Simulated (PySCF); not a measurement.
Spin-rotation constants: `[H][Ge]([H])([O]C)[O]C`, C$_{2}$H$_{8}$GeO$_{2}$

Cartesian coordinates in Å; atom numbers follow the order of the lines, from 1:
```xyz
13

Ge   -0.4433    0.0336   -0.3142
O    -0.2730    0.0006    1.4123
C    -1.3050    0.0082    2.3763
H    -1.9420    0.8908    2.2805
H    -0.8230    0.0230    3.3549
H    -1.9312   -0.8839    2.3019
O     1.2420   -0.0135   -0.7252
C     1.8141   -0.0419   -2.0158
H     1.5176   -0.9368   -2.5682
H     2.8964   -0.0500   -1.8806
H     1.5354    0.8377   -2.6009
H    -1.1020    1.3159   -0.7879
H    -1.1860   -1.1838   -0.8332
```

Method: GIAO B97-2/def2-SVP magnetisability, rotational g tensor and spin-rotation constants, non-relativistic, gas phase in PySCF. Geometry: GFN2-xTB.

The calculation is non-relativistic, which matters for the atoms heavier than Zn.

Give the nuclear spin-rotation constants along the inertial axes (H = +C I·J) beside the isotropic shieldings.

Rotational constants 10.5935, 1.7296, 1.5444 GHz. A star marks the isotopologue with that one atom substituted, in its own axes.
```csv
atom,isotope,Caa (kHz),Cbb (kHz),Ccc (kHz),mean (kHz),σ (ppm)
H4,1H,-1.035,-0.095,-0.008,-0.379,28.4
H5,1H,-0.832,0.048,-0.153,-0.312,28.0
H6,1H,-1.042,-0.119,0.016,-0.382,28.4
H9,1H,-1.047,-0.117,0.015,-0.383,28.4
H10,1H,-0.836,0.049,-0.153,-0.313,28.0
H11,1H,-1.029,-0.097,-0.007,-0.377,28.4
H12,1H,-0.833,-0.082,-0.006,-0.307,26.6
H13,1H,-0.834,-0.084,-0.004,-0.307,26.6
Ge1,73Ge*,-2.762,-0.489,-0.418,-1.223,1483.5
O2,17O*,-0.997,-0.030,-0.091,-0.372,327.0
C3,13C*,1.292,0.353,0.309,0.651,143.5
```
For the geometry as given, no vibrational averaging.
